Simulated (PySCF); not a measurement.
**Electric field gradients and quadrupole coupling constants**

C₅H₆Cl₂O.
Atom-mapped SMILES: `[Cl:1][CH:2]([Cl:3])[C@H:4]1[CH:5]=[CH:6][CH2:7][O:8]1` (hydrogens: H9 on C2; H10 on C4; H11 on C5; H12 on C6; H13, H14 on C7)

Geometry (GFN2-xTB, Å), atoms numbered from 1 in this order:
```
atom  x, y, z in Å
Cl1    1.2733    1.8310    0.7641
C2     1.7031    0.5034   -0.3296
Cl3    3.1055   -0.3678    0.3126
C4     0.5186   -0.4636   -0.5127
C5    -0.1014   -0.8639    0.7959
C6    -1.3239   -0.3694    0.8648
C7    -1.6391    0.3761   -0.3929
O8    -0.5119    0.1720   -1.2384
H9     1.9862    0.9477   -1.2857
H10    0.8903   -1.3209   -1.0931
H11    0.4380   -1.4340    1.5265
H12   -2.0276   -0.4505    1.6707
H13   -2.5297   -0.0092   -0.9024
H14   -1.7821    1.4486   -0.2019
```

Field gradients from the PBE0/pcSseg-1 density (PySCF, non-relativistic), principal values in atomic units, ordered |Vxx| ≤ |Vyy| ≤ |Vzz|:

```
atom      Vxx      Vyy     Vzz
 Cl1  -1.9227  -2.1478  4.0705
 Cl3  -1.9676  -2.0589  4.0265
  O8  -0.0337  -2.0196  2.0532
```

Problem. Find the asymmetry η = (Vxx − Vyy)/Vzz and the couplings χ = eQV/h (234.96 MHz × Q in barn × V in au), with Q(35Cl) = −0.0817 b, Q(17O) = −0.0256 b.

Solution. 
| atom | environment | nucleus | η | χzz (MHz) | χxx (MHz) | χyy (MHz) |
| --- | --- | --- | --- | --- | --- | --- |
| Cl1 | alkyl chlorine | 35Cl | 0.06 | -78.14 | 36.91 | 41.23 |
| Cl3 | alkyl chlorine | 35Cl | 0.02 | -77.30 | 37.77 | 39.52 |
| O8 | cyclic ether oxygen | 17O | 0.97 | -12.35 | 0.20 | 12.15 |

The gradient is axial or nearly so (η below 0.05) at Cl3. At O8 η is above 0.9: Vyy and Vzz are nearly equal in size and opposite in sign, so a small change could swap them and flip the sign of χzz. The tensor is traceless: Vxx + Vyy + Vzz = 0.

Problem. What is Vzz at Cl3 in SI units (1 au = 9.71736 × 10²¹ V/m²)?

Solution. 4.0265 au = 39.127 × 10²¹ V/m².

Were the hydrogens deuterons (Q(2H) = 0.00286 b), χzz would run from 188 kHz (H10) to 231 kHz (H11 and H12).

Geometry: GFN2-xTB, one conformer, isolated molecule. GFN2-xTB bond lengths can be off by several hundredths of an ångström, more for odd bonds, and the gradients follow them. These gradients aren't converged with respect to the basis.

The run behind these numbers computed NMR shieldings as well. Rough CPU time on one thread of a shared machine: about 80 s (with the writing of density and orbital grids).
